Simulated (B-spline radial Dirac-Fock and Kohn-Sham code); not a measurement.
# X-ray form factors of iridium in several charge states

These are calculated numbers from a B-spline atomic structure program; the model is Dirac-Fock orbitals of the configuration average with a finite nucleus.

Configurations: Ir²⁵⁺ [Kr] 4d10 4f6; Ir²⁸⁺ [Kr] 4d10 4f3; Ir³⁰⁺ [Kr] 4d10 4f1; Ir³¹⁺ [Kr] 4d10; Ir³²⁺ [Kr] 4d9. The first column is f₀ of Ir²⁵⁺, the others are differences from it.

| s (Å⁻¹) | Ir²⁵⁺ | Δ Ir²⁸⁺ | Δ Ir³⁰⁺ | Δ Ir³¹⁺ | Δ Ir³²⁺ |
| --- | --- | --- | --- | --- | --- |
| 0 | 52.000 | -3.000 | -5.000 | -6.000 | -7.000 |
| 0.1 | 51.567 | -2.936 | -4.898 | -5.880 | -6.862 |
| 0.2 | 50.302 | -2.750 | -4.602 | -5.533 | -6.462 |
| 0.3 | 48.300 | -2.464 | -4.146 | -4.997 | -5.843 |
| 0.4 | 45.707 | -2.110 | -3.576 | -4.326 | -5.067 |
| 0.5 | 42.698 | -1.721 | -2.948 | -3.583 | -4.205 |
| 0.7 | 36.164 | -0.971 | -1.719 | -2.121 | -2.498 |
| 0.9 | 29.970 | -0.404 | -0.764 | -0.971 | -1.143 |
| 1.1 | 24.878 | -0.071 | -0.181 | -0.255 | -0.293 |
| 1.4 | 19.645 | +0.101 | +0.151 | +0.169 | +0.207 |
